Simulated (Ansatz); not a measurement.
`C/N=C(\F)I` + H₂ → `C/N=C\F` + HI at 700 K and 1 bar (hydrogenolysis of a C–I bond).

Calculated with Ansatz (gas phase, PBE0-D4/def2-TZVP geometries, no zero-point term in ΔE). CCSD(T)/CBS is the MP2 limit (def2-TZVPP, def2-QZVPP) plus CCSD(T) − MP2 in def2-TZVPP, frozen cores. This one scheme is used for every species. Double bonds are as drawn, so ΔE can hold a change between cis and trans. def2 core potentials past Kr. For I outer-core shells are correlated without core-valence functions, which leaves a few kJ/mol of doubt a bond.

```json
{"species": "`C/N=C(\\F)I`", "CCSD(T)/CBS energy (Eh)": "-529.80715", "H − E (kJ/mol)": "195.1", "S (J/(mol·K))": "426.8"}
{"species": "H₂", "CCSD(T)/CBS energy (Eh)": "-1.17544", "H − E (kJ/mol)": "46.8", "S (J/(mol·K))": "155.3"}
{"species": "`C/N=C\\F`", "CCSD(T)/CBS energy (Eh)": "-232.97538", "H − E (kJ/mol)": "212.8", "S (J/(mol·K))": "362.7"}
{"species": "HI", "CCSD(T)/CBS energy (Eh)": "-298.03592", "H − E (kJ/mol)": "34.6", "S (J/(mol·K))": "231.7"}
```

H − E and S are ideal-gas, rigid-rotor, harmonic terms from PBE0-D4/def2-TZVP. The MP2-based limit puts H₂ 0.8 mEh under its directly extrapolated value; such offsets cancel only in part. 1 Eh = 2625.50 kJ/mol, R = 8.31446 J/(mol·K).

Question: By hand: ΔE, ΔH, ΔS and ΔG.

Answer: ΔE = (-232.97538) + (-298.03592) − (-529.80715) − (-1.17544) = -0.02871 Eh = -75.4 kJ/mol. Δ(H − E) = 212.8 + 34.6 − 195.1 − 46.8 = 5.5, so ΔH = -69.9 kJ/mol. ΔS = 362.7 + 231.7 − 426.8 − 155.3 = 12.3 J/(mol·K). ΔG = -69.9 − 700 × (12.3)/1000 = -78.5 kJ/mol.

Question: By hand: the equilibrium constant, and the temperature at which ΔG would vanish if ΔH and ΔS stayed fixed.

Answer: log₁₀ K = −ΔG/(RT ln 10) = 5.9. ΔH and −TΔS have one sign here, so there is no such temperature.

The number of gas molecules stays the same, so ΔS is small and ΔH decides. A doubt of 5 kJ/mol in ΔE shifts log₁₀ K by 0.4 here. These are equilibria of isolated gas molecules and say nothing of rates. Largest T1 diagnostic: 0.013 (customary marks: 0.02 for closed shells, 0.045 for open ones).
